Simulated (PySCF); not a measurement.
A calculated (revPBE, PySCF 2.14, x2c-QZVPPall, scalar relativity by spin-free X2C-1e) atom or ion has these occupied shells.

```tsv
shell	electrons	orbital energy (eV)	rms radius, mean of both spins (bohr)
1s β	1	-67155.8	0.0211
1s α	1	-67155.8	0.0211
2s α	1	-11545.6	0.0854
2s β	1	-11545.5	0.0854
2p α	3	-10151.8	0.0775
2p β	3	-10151.8	0.0775
3s α	1	-2653.2	0.219
3s β	1	-2653.2	0.219
3p α	3	-2236.3	0.220
3p β	3	-2236.3	0.220
3d α	5	-1734.5	0.201
3d β	5	-1734.5	0.201
4s α	1	-548.70	0.488
4s β	1	-548.64	0.488
4p α	3	-411.22	0.520
4p β	3	-411.16	0.520
4d α	5	-231.41	0.564
4d β	5	-231.34	0.564
5s α	1	-82.710	1.17
5s β	1	-81.952	1.17
5p α	3	-49.427	1.37
5p β	3	-48.394	1.37
4f α	7	-34.503	0.720
4f β	7	-34.324	0.720
5d α	2	-12.946	2.18
6s α	1	-12.743	3.20
6s β	1	-11.888	3.20
```

Task: Name the element and its charge.

Result: Ta⁺ (tantalum, charge +1), in [Xe] 4f14 5d2 6s2, high-spin 3F determinant (an excited configuration).
